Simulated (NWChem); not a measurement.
System: Si$_{2}$H$_{4}$OF$_{2}$; SMILES O[SiH2][SiH](F)F

Input file for NWChem:

```
start job
memory heap 200 mb stack 900 mb global 1100 mb
geometry units angstroms noautoz
  O      0.640300     2.371383     0.272136
  Si    -0.539130     1.307456    -0.243339
  Si     0.054439    -0.876230     0.383228
  F     -0.959132    -1.941862    -0.299733
  F      1.531610    -1.165205    -0.229335
  H      1.514896     2.267777    -0.115220
  H     -0.732343     1.331432    -1.728286
  H     -1.802869     1.717108     0.427660
  H      0.115852    -1.184478     1.837257
end
basis spherical
  * library def2-tzvp
end
dft
  xc r2scan
  iterations 150
  semidirect filesize 400000000
  mulliken
end
task dft energy
```

Output (shortened):

```
             Northwest Computational Chemistry Package (NWChem) 7.3.0
             --------------------------------------------------------

 C1  symmetry detected

                             Geometry "geometry" -> ""
                             -------------------------

 Output coordinates in angstroms (scale by  1.889725989 to convert to a.u.)

  No.       Tag          Charge          X              Y              Z
 ---- ---------------- ---------- -------------- -------------- --------------
    1 O                    8.0000     0.56064909     2.36863387     0.18387175
    2 Si                  14.0000    -0.63546927     1.26901972    -0.20195183
    3 Si                  14.0000     0.06859912    -0.88943715     0.39700273
    4 F                    9.0000    -0.97823627    -1.98969432    -0.17124305
    5 F                    9.0000     1.48799096    -1.15411870    -0.34868128
    6 H                    1.0000     1.39703112     2.27897041    -0.28316422
    7 H                    1.0000    -0.96865926     1.26361327    -1.66206447
    8 H                    1.0000    -1.83992021     1.66028233     0.57990633
    9 H                    1.0000     0.27474560    -1.17177566     1.84295477

 Effective nuclear repulsion energy (a.u.)     303.7550413114

                                 NWChem DFT Module
                                 -----------------

 Summary of "ao basis" -> "ao basis" (spherical)
 ------------------------------------------------------------------------------
       Tag                 Description            Shells   Functions and Types
 ---------------- ------------------------------  ------  ---------------------
 O                         def2-tzvp                11       31   5s3p2d1f
 Si                        def2-tzvp                13       37   5s5p2d1f
 F                         def2-tzvp                11       31   5s3p2d1f
 H                         def2-tzvp                 4        6   3s1p

            General Information
            -------------------
          SCF calculation type: DFT
          Wavefunction type:  closed shell.
          No. of atoms     :     9
          No. of electrons :    58
           Alpha electrons :    29
            Beta electrons :    29
          Charge           :     0
          Spin multiplicity:     1
          Use of symmetry is: off; symmetry adaption is: off
          Maximum number of iterations: 150
          AO basis - number of functions:   191
                     number of shells:    75
          Convergence on energy requested:  1.00D-06
          Convergence on density requested:  1.00D-05
          Convergence on gradient requested:  5.00D-04

              XC Information
              --------------
                      r^2SCAN Method XC Functional
               r^2SCAN metaGGA Exchange Functional  1.000
                     r^2SCAN Correlation Potential  1.000

             Grid Information
             ----------------
          Grid used for XC integration:  medium
          Radial quadrature: Mura-Knowles
          Angular quadrature: Lebedev.
          Tag              B.-S. Rad. Rad. Pts. Rad. Cut. Ang. Pts.
          ---              ---------- --------- --------- ---------
          O                   0.60       49          11.0       434
          Si                  1.10       88          11.0       590
          F                   0.50       49          12.0       434
          H                   0.35       45          12.0       434
          Grid pruning is: on
          Number of quadrature shells:   503
          Spatial weights used:  Erf1

      Superposition of Atomic Density Guess
      -------------------------------------

 Sum of atomic energies:        -853.29052179

      Non-variational initial energy
      ------------------------------

 Total energy =    -854.375978
 1-e energy   =   -1789.512740
 2-e energy   =     631.381721
 HOMO         =      -0.307241
 LUMO         =      -0.018612

------------------------------------------------------------
EAF file 0: "./job.aoints.0" size=483393536 bytes
------------------------------------------------------------
               write      read    awrite     aread      wait
               -----      ----    ------     -----      ----
     calls:      922         0         0         0         0
   data(b): 4.83e+08  0.00e+00  0.00e+00  0.00e+00
   time(s): 0.00e+00  0.00e+00  0.00e+00  0.00e+00  0.00e+00
rate(mb/s): 0.00e+00  0.00e+00
------------------------------------------------------------

     ---------------------------------------------
      Total Density - Mulliken Population Analysis
     ---------------------------------------------

    Atom       Charge   Shell Charges
 -----------   ------   -------------------------------------------------------
    1 O    8     8.85   0.79  1.18  0.59  0.95  0.24  2.02  2.21  0.84  0.00  0.01  0.00
    2 Si  14    13.48   2.00  0.59  1.39  0.85  0.47  4.11  1.73  0.49  1.19  0.40  0.11  0.12  0.03
    3 Si  14    12.91   2.00  0.59  1.39  0.82  0.41  4.10  1.74  0.45  0.85  0.19  0.16  0.14  0.07
    4 F    9     9.52   0.77  1.20  0.61  1.02  0.31  2.37  2.36  0.88  0.00  0.01  0.00
    5 F    9     9.53   0.77  1.20  0.61  1.02  0.31  2.37  2.36  0.88  0.00  0.01  0.00
    6 H    1     0.54   0.20  0.25  0.05  0.04
    7 H    1     1.06   0.23  0.54  0.28  0.01
    8 H    1     1.04   0.23  0.54  0.27  0.01
    9 H    1     1.07   0.23  0.53  0.30  0.01

   convergence    iter        energy       DeltaE   RMS-Dens  Diis-err
 ---------------- ----- ----------------- --------- --------- ---------
 d= 0,ls=0.0,diis     1   -856.3070273786 -1.16D+03  6.70D-03  1.71D+00
 d= 0,ls=0.0,diis     2   -856.0438691408  2.63D-01  4.41D-03  4.53D+00
 d= 0,ls=0.0,diis     3   -856.4364042955 -3.93D-01  6.90D-04  9.44D-02
 d= 0,ls=0.0,diis     4   -856.4425857449 -6.18D-03  3.28D-04  1.26D-02
 d= 0,ls=0.0,diis     5   -856.4435294556 -9.44D-04  1.08D-04  2.84D-03
  Resetting Diis
 d= 0,ls=0.0,diis     6   -856.4437647209 -2.35D-04  2.83D-05  4.85D-05
 d= 0,ls=0.0,diis     7   -856.4437698295 -5.11D-06  1.21D-05  3.13D-06
 d= 0,ls=0.0,diis     8   -856.4437697927  3.67D-08  5.77D-06  4.17D-06

         Total DFT energy =     -856.443769792729
      One electron energy =    -1793.233631872843
           Coulomb energy =      705.897501434443
    Exchange-Corr. energy =      -72.862680665707
 Nuclear repulsion energy =      303.755041311379

 Numeric. integr. density =       58.000001897853

                       DFT Final Molecular Orbital Analysis
                       ------------------------------------

 Vector   27  Occ=2.000000D+00  E=-3.399097D-01
              MO Center=  7.5D-02,  1.1D+00,  2.3D-01, r^2= 4.4D+00
   Bfn.  Coefficient  Atom+Function         Bfn.  Coefficient  Atom+Function
  ----- ------------  ---------------      ----- ------------  ---------------
     7      0.257845  1 O  py                10      0.221119  1 O  py
    48     -0.168112  2 Si pz                13      0.154611  1 O  py
   187      0.137459  9 H  s                  8     -0.122056  1 O  pz
     6     -0.117119  1 O  px               175      0.113998  7 H  s
    11     -0.109161  1 O  pz               188      0.107021  9 H  s

 Vector   28  Occ=2.000000D+00  E=-3.122649D-01
              MO Center= -3.2D-01,  1.6D+00, -1.4D-01, r^2= 3.1D+00
   Bfn.  Coefficient  Atom+Function         Bfn.  Coefficient  Atom+Function
  ----- ------------  ---------------      ----- ------------  ---------------
     8      0.301554  1 O  pz                11      0.254080  1 O  pz
    14      0.174917  1 O  pz               175      0.174641  7 H  s
   181     -0.160537  8 H  s                 48     -0.156797  2 Si pz
   176      0.137759  7 H  s                182     -0.132641  8 H  s
    47     -0.125013  2 Si py               174      0.106957  7 H  s

 Vector   29  Occ=2.000000D+00  E=-2.629747D-01
              MO Center= -1.2D-01,  5.3D-01,  1.3D-01, r^2= 3.9D+00
   Bfn.  Coefficient  Atom+Function         Bfn.  Coefficient  Atom+Function
  ----- ------------  ---------------      ----- ------------  ---------------
    84      0.230986  3 Si py                47     -0.207585  2 Si py
     7      0.200310  1 O  py                10      0.168549  1 O  py
    72      0.146730  3 Si s                188     -0.143689  9 H  s
    13      0.137179  1 O  py               187     -0.137022  9 H  s
     8     -0.122013  1 O  pz                73      0.117339  3 Si s

 Vector   30  Occ=0.000000D+00  E=-5.892263D-02
              MO Center= -2.5D-01,  5.0D-01,  9.1D-02, r^2= 4.3D+00
   Bfn.  Coefficient  Atom+Function         Bfn.  Coefficient  Atom+Function
  ----- ------------  ---------------      ----- ------------  ---------------
    50      0.357967  2 Si py                49      0.309923  2 Si px
     5     -0.281124  1 O  s                 86      0.249053  3 Si px
    87      0.217294  3 Si py                73      0.198685  3 Si s
    83      0.186466  3 Si px                46      0.169454  2 Si px
    47      0.152393  2 Si py               170      0.152983  6 H  s

 Vector   31  Occ=0.000000D+00  E=-3.348392D-02
              MO Center= -2.1D-01, -7.8D-02,  1.6D-01, r^2= 4.0D+00
   Bfn.  Coefficient  Atom+Function         Bfn.  Coefficient  Atom+Function
  ----- ------------  ---------------      ----- ------------  ---------------
   176     -0.417165  7 H  s                 36      0.413878  2 Si s
    87     -0.376376  3 Si py               182      0.341782  8 H  s
    51     -0.326159  2 Si pz                50     -0.280569  2 Si py
    73     -0.275697  3 Si s                 88     -0.270606  3 Si pz
   188      0.250947  9 H  s                 86      0.222537  3 Si px

[...]
```

Level: r2SCAN/def2-TZVP. Coordinates come from a PBE0/def2-SVP optimisation.
